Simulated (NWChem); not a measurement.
Species: CAuO cation; SMILES [O+]#[C-]->[Au+]

Results from NWChem. Structure relaxed at the PBE-D3(BJ)/def2-SVP level. The spin multiplicity was typed, not searched, and may not be the lowest. def2 effective core potentials on Au; no spin-orbit coupling. Vertical excitations in the gas phase; the lowest state need not have the same character in each row.

| level | lowest excitation, singlet (eV) | oscillator strength of that lowest state | lowest triplet (eV) | orbital gap (eV) |
|---|---|---|---|---|
| PBE/def2-SVP, TDA | 4.34 | 0.024 | 3.36 | 3.74 |
| B3LYP/def2-SVP, TDA | 4.40 | 0.019 | 3.41 | 5.56 |
| LDA (Slater exchange, VWN5)/def2-SVP, TDA | 4.32 | 0.024 | 3.39 | 3.67 |
| PBE0/def2-SVP, TDA | 4.57 | 0.019 | 3.54 | 6.21 |
